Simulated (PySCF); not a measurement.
SMILES Cc1ccc(Cl)cc1 (C₇H₇Cl), singlet, GFN2-xTB optimised geometry.

```
15

C      2.81    -0.01     0.00
C      1.31    -0.01     0.00
C      0.60     1.19     0.00
C     -0.78     1.20     0.02
C     -1.47     0.00     0.04
Cl    -3.20     0.01     0.06
C     -0.79    -1.20     0.04
C      0.60    -1.20     0.02
H      3.20    -0.95    -0.38
H      3.18     0.13     1.02
H      3.20     0.81    -0.61
H      1.14     2.13    -0.02
H     -1.32     2.14     0.02
H     -1.33    -2.13     0.06
H      1.13    -2.14     0.02
```

Density from PBE0/def2-TZVP (PySCF) at that geometry.

Minimum of the electron density along straight lines between bonded atoms, close to the bond critical point (lines longer than 1.1 times the sum of covalent radii, or with two minima, are not listed):

```csv
bond,length / Å,ρ at the minimum / e bohr⁻³,∇²ρ there / e bohr⁻⁵,position (fraction from the first atom)
C1–C2,1.498,0.260,___,0.49
C2–C3,1.390,0.319,-0.94,0.50
C3–C4,1.383,0.322,-0.95,0.50
C4–C5,1.385,0.322,-0.96,0.48
C5–Cl6,1.731,0.206,___,0.42
C5–C7,1.385,0.322,-0.96,0.52
C2–C8,1.389,0.320,-0.95,0.50
C7–C8,1.383,0.321,-0.95,0.50
C1–H9,1.087,0.280,-0.96,0.64
C1–H10,1.090,0.276,-0.94,0.64
C1–H11,1.088,0.279,-0.96,0.64
C3–H12,1.080,0.287,-1.03,0.64
C4–H13,1.079,0.289,-1.04,0.65
C7–H14,1.079,0.289,-1.04,0.65
C8–H15,1.080,0.287,-1.03,0.64
```

Q: Complete the blanks.

A: 
- C1–C2, ∇²ρ there / e bohr⁻⁵: -0.68
- C5–Cl6, ∇²ρ there / e bohr⁻⁵: -0.34
